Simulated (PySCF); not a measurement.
Compound: C₄H₈GeN₂O.
SMILES: `C[N](C=O)[Ge@H]([CH3])[C]#N`

The calculation used TDDFT PBE0/def2-SVPD, vertical, gas phase, core orbitals frozen in the response in PySCF. One conformer (not necessarily the lowest) at the GFN2-xTB geometry, without solvent, vibrations or thermal averaging. The PBE0/def2-SVPD calculation is non-relativistic and has no spin–orbit coupling, an omission that weighs most on germanium. Torsions of this conformer, `[CH3:1][N:2]([CH:3]=[O:4])[Ge@H:5]([CH3:6])[C:7]#[N:8]`: C1–N2–C3–O4 0°, C1–N2–Ge5–C6 -68°.

Task: List the vertical singlet excitations with oscillator strengths and describe the spectrum.

Result: 

```tsv
state	E (eV)	λ (nm)	f	main configurations (H = HOMO, L = LUMO)
S1	5.68	218.1	0.0009	H→L+3 (36%), H→L+2 (33%), H→L+4 (12%)
S2	5.77	215.0	0.0048	H→L (48%), H-1→L (46%)
S3	5.97	207.8	0.021	H-1→L (49%), H→L (45%)
S4	6.15	201.8	0.011	H→L+1 (94%)
S5	6.31	196.6	0.024	H-1→L+1 (96%)
S6	6.90	179.7	0.022	H→L+2 (47%), H-1→L+2 (28%), H→L+4 (10%)
S7	7.03	176.5	0.028	H→L+3 (41%), H-1→L+3 (25%), H→L+4 (17%)
S8	7.08	175.2	0.0050	H-1→L+2 (40%), H-1→L+3 (33%), H→L+2 (10%)
```

Triplets (Tamm–Dancoff): T1 5.13 eV, H→L+3 (38%), H→L+2 (35%), H→L+4 (17%); T2 5.40 eV, H-1→L+3 (38%), H-1→L+2 (34%), H-1→L+4 (14%); T3 5.56 eV, H→L (72%), H-1→L (17%).

The lowest singlet comes at 218 nm (549 kJ/mol) in the ultraviolet; it is very weak; its leading configuration is HOMO→LUMO+3 (36%). The strongest level in the table is S7 at 7.03 eV (176 nm, f = 0.028). Löwdin shares by element: HOMO oxygen 60%, nitrogen 13% or more, carbon 12% or more, hydrogen 6% or more; LUMO carbon 26% or more, nitrogen 25% or more, germanium 24%, hydrogen 6% or more (atoms not listed hold the other 19%). Orbital energies (eV): HOMO-3 -10.37, HOMO-2 -9.98, HOMO-1 -7.86, HOMO -7.67, LUMO -0.86, LUMO+1 -0.59, LUMO+2 0.15. Weighted by f, the mean energy of these states is 6.52 eV. The oscillator strengths of these states sum to 0.117; summed over the whole spectrum of an exact calculation they would give the number of electrons, 86 (Thomas–Reiche–Kuhn). Only the lowest 8 singlets were computed, as vertical energies without vibronic structure.

The run took 2.2 min on one thread of an Arm Neoverse V1, on a shared host, and the process peaked at 0.96 GiB of memory.
